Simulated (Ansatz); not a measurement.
Geometry optimisation, Ansatz 0.2.0, RKS PBE0-D4/def2-SVP.

The input (input.yaml):

```yaml
crystal:
  periodic: [false, false, false]
  atoms:
    - { symbol: C, position_ang: [-1.1529, 1.1471, -0.4781] }
    - { symbol: As, position_ang: [-1.0053, 0.0843, 1.1294] }
    - { symbol: Si, position_ang: [1.2285, -0.2976, 0.7452] }
    - { symbol: Se, position_ang: [1.6381, -1.3322, -1.2507] }
    - { symbol: H, position_ang: [-0.8291, 0.6352, -1.3969] }
    - { symbol: H, position_ang: [-0.6282, 2.1501, -0.3712] }
    - { symbol: H, position_ang: [-2.2473, 1.4355, -0.6319] }
    - { symbol: H, position_ang: [-1.3903, -1.2019, 0.3775] }
    - { symbol: H, position_ang: [1.7885, -1.1441, 1.8713] }
    - { symbol: H, position_ang: [1.9864, 0.9825, 0.7894] }
    - { symbol: H, position_ang: [0.677, -2.516, -0.7635] }
basis:
  gaussian: { orbitals: def2-SVP }
hamiltonian:
  xc: pbe0
  dispersion: d4
relax:
  f_tol: 0.015
  max_steps: 40
```

Command:

```bash
$ ansatz run input.yaml --threads 2 --pin off --max-ram 3072MiB --backend cpu --events-out ev --progress --plain --runs-dir out
```

Question: Where does it end, and by what steps?

Answer: It converged. After 11 steps the energy has fallen by 0.356 eV; H8 moved furthest, 0.45 Å.

```
step  energy less start (eV)  largest force component (eV/Å)  accepted
   0                  0.0000                           2.124       yes
   1                 -0.2813                           0.473       yes
   2                 -0.3325                           0.249       yes
   3                 -0.3402                           0.074       yes
   4                 -0.3420                           0.116       yes
   5                 -0.2848                           0.764        no
   6                 -0.3493                           0.032       yes
   7                 -0.3531                           0.082       yes
   8                 -0.3539                           0.103       yes
   9                 -0.3553                           0.062       yes
  10                 -0.3558                           0.041       yes
  11                 -0.3560                           0.013       yes
```

```xyz
11
Properties=species:S:1:pos:R:3
C -1.242 1.163 -0.572
As -0.956 0.313 1.187
Si 1.281 -0.369 0.823
Se 1.725 -1.234 -1.256
H -0.805 0.579 -1.394
H -0.783 2.162 -0.552
H -2.323 1.281 -0.730
H -1.478 -1.069 0.796
H 1.666 -1.340 1.893
H 2.181 0.822 0.898
H 0.800 -2.364 -1.073
```

The run took 71 s on 2 threads of Arm Neoverse V1 (shared host), peak memory 0.38 GiB.
